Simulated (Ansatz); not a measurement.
The first iterations of a band of AlF3H2 (6 atoms, charge 0, multiplicity 1).

The calculation used Ansatz, RKS B3LYP/def2-SVP.

| Quantity | Value |
| --- | --- |
| movable images | 5 |
| climbing image | yes |
| spring | 5.0 eV/Å² |
| optimiser | quadratic models (default) |
| start path | straight line |
| force threshold | 0.05 eV/Å |
| iteration limit | 60 |
| end points | relaxed |

First end point:

```xyz
6
Properties=species:S:1:pos:R:3
Al 0.005 0.072 0.103
H 0.002 0.634 1.576
F 1.423 0.081 -0.768
F -1.426 0.009 -0.746
F 0.058 -1.850 0.753
H 0.066 -1.845 1.693
```

Last end point:

```xyz
6
Properties=species:S:1:pos:R:3
Al 0.020 -0.631 -0.202
H 0.011 0.237 1.784
F 1.421 0.151 -0.590
F -1.423 0.083 -0.565
F 0.063 -2.222 0.250
H 0.036 -0.515 1.934
```

| iteration | highest image above the first end (eV) | largest band force component (eV/Å) |
| --- | --- | --- |
| 1 | 1.927 | 3.845 |
| 2 | 1.190 | 3.101 |
| 3 | 0.560 | 6.072 |

Task: Does the band converge within its limit, and where does its top end?

Result: The forces met the threshold. It ended after 9 iterations with the highest image 0.182 eV above the first end. Another band between the same ends (5 images) ends at a top of the same energy, where a vibrational analysis finds 1 clearly imaginary mode. The orbitals stay closed-shell, which can raise the energy where a bond breaks towards radicals; this wasn't checked here.

The run took 82 s on 1 thread of Arm Neoverse V2, with other jobs on the host, peak memory 0.12 GiB.
